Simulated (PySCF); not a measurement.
C₂H₅N, charge +1, doublet, at a GFN2-xTB geometry (a state made from the parent by changing its charge; the spin is typed, not shown lowest); DF-WB97X-V/6-31G* (PySCF).

The PySCF input:
```python
from pyscf import gto, scf, dft

mol = gto.Mole()
mol.atom = '''
    C     1.201570   -0.255639    0.050208
    N    -0.073613    0.195773    0.078063
    C    -1.277800    0.163281   -0.102305
    H     1.820848    0.425783   -0.546726
    H     1.598021   -0.303580    1.072312
    H     1.292168   -1.265550   -0.392280
    H    -1.824553   -0.676182   -0.555725
    H    -1.913813    1.003263    0.188565
'''
mol.basis = '6-31g*'
mol.charge = 1
mol.spin = 1
mol.verbose = 4
mol.build()

mf = dft.UKS(mol)
mf.xc = 'wb97x_v'
mf = mf.density_fit(auxbasis='def2-universal-jkfit')
mf.kernel()
```

The log (banner, timings and long lists left out):

```
PySCF version 2.14.0

[INPUT] verbose = 4
[INPUT] num. atoms = 8
[INPUT] num. electrons = 23
[INPUT] charge = 1
[INPUT] spin (= nelec alpha-beta = 2S) = 1
[INPUT] symmetry False subgroup None
[INPUT] Mole.unit = angstrom
[INPUT] Symbol           X                Y                Z      unit          X                Y                Z       unit  Magmom
[INPUT]  1 C      1.201570000000  -0.255639000000   0.050208000000 AA    2.270638219494  -0.483087696758   0.094879369262 Bohr   0.0
[INPUT]  2 N     -0.073613000000   0.195773000000   0.078063000000 AA   -0.139108409208   0.369957352584   0.147517690462 Bohr   0.0
[INPUT]  3 C     -1.277800000000   0.163281000000  -0.102305000000 AA   -2.414692041969   0.308556371345  -0.193328431174 Bohr   0.0
[INPUT]  4 H      1.820848000000   0.425783000000  -0.546726000000 AA    3.440904034462   0.804613258496  -1.033162405179 Bohr   0.0
[INPUT]  5 H      1.598021000000  -0.303580000000   1.072312000000 AA    3.019822031304  -0.573683056895   2.026376000085 Bohr   0.0
[INPUT]  6 H      1.292168000000  -1.265550000000  -0.392280000000 AA    2.441843626927  -2.391542896943  -0.741301764144 Bohr   0.0
[INPUT]  7 H     -1.824553000000  -0.676182000000  -0.555725000000 AA   -3.447905469754  -1.277798790361  -1.050168050574 Bohr   0.0
[INPUT]  8 H     -1.913813000000   1.003263000000   0.188565000000 AA   -3.616582423632   1.895892300910   0.356336206679 Bohr   0.0

nuclear repulsion = 72.9094376328783
number of shells = 28
number of NR pGTOs = 101
number of NR cGTOs = 52
basis = 6-31g*
ecp = {}

******** <class 'pyscf.df.df_jk.DFUKS'> ********
method = DFUKS
initial guess = minao
damping factor = 0
level_shift factor = 0
DIIS = <class 'pyscf.scf.diis.CDIIS'>
diis_start_cycle = 1
diis_space = 8
diis_damp = 0
SCF conv_tol = 1e-09
SCF conv_tol_grad = None
SCF max_cycles = 50
direct_scf = False
number electrons alpha = 12  beta = 11
XC library pyscf.dft.libxc version 7.1.2
    S. Lehtola, C. Steigemann, M. J. T. Oliveira, and M. A. L. Marques,  SoftwareX 7, 1–5 (2018)
XC functionals = wb97x_v
    N. Mardirossian and M. Head-Gordon,  Phys. Chem. Chem. Phys. 16, 9904–9924 (2014)
radial grids:
    Treutler-Ahlrichs [JCP 102, 346 (1995); DOI:10.1063/1.469408] (M4) radial grids

becke partition: Becke, JCP 88, 2547 (1988); DOI:10.1063/1.454033
pruning grids: <function nwchem_prune>
grids dens level: 3
symmetrized grids: False
atomic radii adjust function: <function treutler_atomic_radii_adjust>
** Following is NLC and NLC Grids **
NLC functional = wb97x_v
radial grids:
    Treutler-Ahlrichs [JCP 102, 346 (1995); DOI:10.1063/1.469408] (M4) radial grids

becke partition: Becke, JCP 88, 2547 (1988); DOI:10.1063/1.454033
pruning grids: <function nwchem_prune>
grids dens level: 3
symmetrized grids: False
atomic radii adjust function: <function treutler_atomic_radii_adjust>
small_rho_cutoff = 0
Set gradient conv threshold to 3.16228e-05
tot grids = 91184
tot grids = 91184
******** <class 'pyscf.df.df.DF'> ********
auxbasis = def2-universal-jkfit
Create RSH-DF object <pyscf.df.df.DF object> for omega=0.3
******** <class 'pyscf.df.df.DF'> ********
auxbasis = auxmol.basis = def2-universal-jkfit
init E= -134.288882540513

cycle= 1 E= -133.519835248734  delta_E= 0.769  |g|= 0.235  |ddm|= 1.75
cycle= 2 E= -133.550206316051  delta_E= -0.0304  |g|= 0.129  |ddm|= 0.433
cycle= 3 E= -133.558204019165  delta_E= -0.008  |g|= 0.043  |ddm|= 0.105
cycle= 4 E= -133.559142150769  delta_E= -0.000938  |g|= 0.0205  |ddm|= 0.0551
cycle= 5 E= -133.55947416219  delta_E= -0.000332  |g|= 0.00585  |ddm|= 0.0212
cycle= 6 E= -133.559565523961  delta_E= -9.14e-05  |g|= 0.00305  |ddm|= 0.0139
cycle= 7 E= -133.559588550177  delta_E= -2.3e-05  |g|= 0.00159  |ddm|= 0.00671
cycle= 8 E= -133.559598444064  delta_E= -9.89e-06  |g|= 0.000769  |ddm|= 0.0053
cycle= 9 E= -133.559601415094  delta_E= -2.97e-06  |g|= 0.000268  |ddm|= 0.00361
cycle= 10 E= -133.55960171854  delta_E= -3.03e-07  |g|= 7e-05  |ddm|= 0.00126
cycle= 11 E= -133.559601730428  delta_E= -1.19e-08  |g|= 1.78e-05  |ddm|= 0.000223
cycle= 12 E= -133.559601730954  delta_E= -5.26e-10  |g|= 7.93e-06  |ddm|= 4.3e-05
Extra cycle  E= -133.559601731005  delta_E= -5.03e-11  |g|= 5.4e-06  |ddm|= 1.15e-05
converged SCF energy = -133.559601731005  <S^2> = 0.75951345  2S+1 = 2.0094909
```
